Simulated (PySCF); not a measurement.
Caution: the restricted solution is unstable towards spin-unrestricted or complex orbitals, so a lower solution exists and this singlet may not be the ground state.  The multiplicity is imposed and other spin states were not computed.

Cartesian coordinates (Å):
```xyz
3

Ru     0.1665     0.2858     0.1401
O      1.5120     2.6456     1.2851
C      0.9698     1.6948     0.8237
```
Charge 0, multiplicity 1.

Estimate the HOMO–LUMO gap, charge on the central atom (Mulliken), mean C–O bond length of the carbonyls, HOMO, dipole moment, total energy and LUMO that TPSSh-D3(BJ)/def2-TZVP // PBE-D3(BJ)/def2-SVP (PySCF) returns for this input.


```yaml
HOMO–LUMO gap: 0.39 eV
charge on the central atom (Mulliken): 0.16 e
mean C–O bond length of the carbonyls: 2.245 bohr
HOMO: -5.50 eV
dipole_moment: 3.90 D
total_energy: -208.1608 Ha
LUMO: -5.11 eV
```
